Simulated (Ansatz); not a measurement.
The first iterations of a band of FH + GeH4 (7 atoms, charge 0, multiplicity 1).

The calculation used Ansatz, UKS PBE-D4/def2-SVP.

```yaml
movable_images: 5
climbing_image: yes
spring: 5.0 eV/Å²
optimiser: fire
start_path: through a guess of the saddle point
force_threshold: 0.05 eV/Å
iteration_limit: 60
end_points: relaxed
largest_step: 0.5 Å
```

First end point:

```xyz
7
Properties=species:S:1:pos:R:3
Ge -0.286 -0.160 0.746
H 1.151 0.220 0.267
H -0.712 -1.478 0.066
H -1.255 0.988 0.394
H -0.213 -0.349 2.281
H 0.963 0.413 -1.521
F 0.353 0.366 -2.233
```

Last end point:

```xyz
7
Properties=species:S:1:pos:R:3
Ge -1.026 -0.095 0.600
H 2.819 0.026 -1.406
H -1.096 -1.594 0.217
H -2.424 0.571 0.608
H -0.258 0.144 1.922
H 2.091 0.235 -1.264
F -0.106 0.713 -0.676
```

| iteration | highest image above the first end (eV) | largest band force component (eV/Å) |
| --- | --- | --- |
| 1 | 1.362 | 2.498 |
| 2 | 1.279 | 1.937 |
| 3 | 1.170 | 1.787 |
| 4 | 1.161 | 1.566 |
| 5 | 1.143 | 1.067 |
| 6 | 1.115 | 0.818 |
| 7 | 1.076 | 0.834 |
| 8 | 1.068 | 0.771 |
| 9 | 1.051 | 0.749 |
| 10 | 1.026 | 0.712 |
| 11 | 0.993 | 0.660 |
| 12 | 0.987 | 0.650 |
| 13 | 0.973 | 0.629 |
| 14 | 0.952 | 0.594 |
| 15 | 0.926 | 0.546 |
| 16 | 0.897 | 0.845 |
| 17 | 0.905 | 0.926 |
| 18 | 0.927 | 1.021 |

Q: Does the band converge within its limit, and where does its top end?

A: The forces met the threshold. It ended after 55 iterations with the highest image 1.308 eV above the first end. Neighbouring images differ by up to 1.2 eV, so the band resolves the path poorly. Another band between the same ends (5 images) ends at a top of the same energy, where a vibrational analysis finds 1 clearly imaginary mode. The orbitals stay closed-shell, which can raise the energy where a bond breaks towards radicals; this wasn't checked here.

Run time: 2.7 min on 2 threads of Intel(R) Xeon(R) Platinum 8559C (Emerald Rapids) (shared host), peak memory 0.16 GiB.
